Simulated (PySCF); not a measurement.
# A ladder of Hamiltonians for Cl¹⁵⁺ (chlorine, charge +15)

Occupied: 1s1/2. Hartree-Fock calculated with PySCF 2.14 in an uncontracted even-tempered set (19 s from 0.94 bohr⁻², ratio 2.3; 12 p from 1.1 bohr⁻², ratio 2.3), Gaussian nucleus throughout. NR is non-relativistic, sf-X2C the spin-free one-electron X2C Hamiltonian, X2C adds the bare one-electron spin-orbit term, X2C-SNSO screens it by Boettger's factors, DC is four-component Dirac-Coulomb, and the Gaunt and Breit terms are added at first order (total energies over the DC spinors, levels after relaxing the spinors in that mean field). QED terms are absent. Levels marked empty are virtual spinors of this ion.

```json
{"level (eV)": "1s1/2", "NR": "-3647.5", "sf-X2C": "-3660.3", "X2C": "-3660.3", "X2C-SNSO": "-3660.3"}
{"level (eV)": "2s1/2 (empty)", "NR": "-805.68", "sf-X2C": "-809.21", "X2C": "-809.21", "X2C-SNSO": "-809.21"}
{"level (eV)": "2p1/2 (empty)", "NR": "-776.17", "sf-X2C": "-777.54", "X2C": "-779.46", "X2C-SNSO": "-779.35"}
{"level (eV)": "2p3/2 (empty)", "NR": "-776.17", "sf-X2C": "-777.54", "X2C": "-776.60", "X2C-SNSO": "-776.65"}
{"level (eV)": "3s1/2 (empty)", "NR": "-351.38", "sf-X2C": "-352.59", "X2C": "-352.59", "X2C-SNSO": "-352.59"}
```

Q: Where do the four-component calculations put these levels?

A: 1s1/2: DC -3661.1, DC+Gaunt -3659.5, DC+Breit -3659.5; 2s1/2 (empty): DC -809.28, DC+Gaunt -809.12, DC+Breit -809.14; 2p1/2 (empty): DC -779.29, DC+Gaunt -778.98, DC+Breit -779.03; 2p3/2 (empty): DC -776.71, DC+Gaunt -776.54, DC+Breit -776.59; 3s1/2 (empty): DC -352.61, DC+Gaunt -352.57, DC+Breit -352.57 (eV).

```
Hamiltonian  E (hartree)  E − E(DC) (hartree)  CPU seconds
         NR    -278.4856               1.0611         0.36
     sf-X2C    -279.5159               0.0308         0.21
        X2C    -279.5159               0.0308         0.21
   X2C-SNSO    -279.5159               0.0308         0.21
         DC    -279.5467               0.0000          3.6
   DC+Gaunt    -279.4846               0.0621          6.5
   DC+Breit    -279.4846               0.0621           56
```

Weight of the small component: 1s1/2 0.00372, 2s1/2 0.000800, 2p1/2 0.000786, 2p3/2 0.000783, 3s1/2 0.000348.

Koopmans' value for the highest occupied level at DC+Breit: 3659.5 eV, against an ionisation energy of 3658.3 eV (theoretical estimate listed by NIST; NIST Atomic Spectra Database, ionization energies); the former lacks relaxation, correlation, QED and recoil.

The whole ladder took 69 s of wall time on 1 thread of Neoverse-N1 (shared host), launched as `OMP_NUM_THREADS=1 python relrun2.py TASK.json OUT` (a driver that calls PySCF for each Hamiltonian).
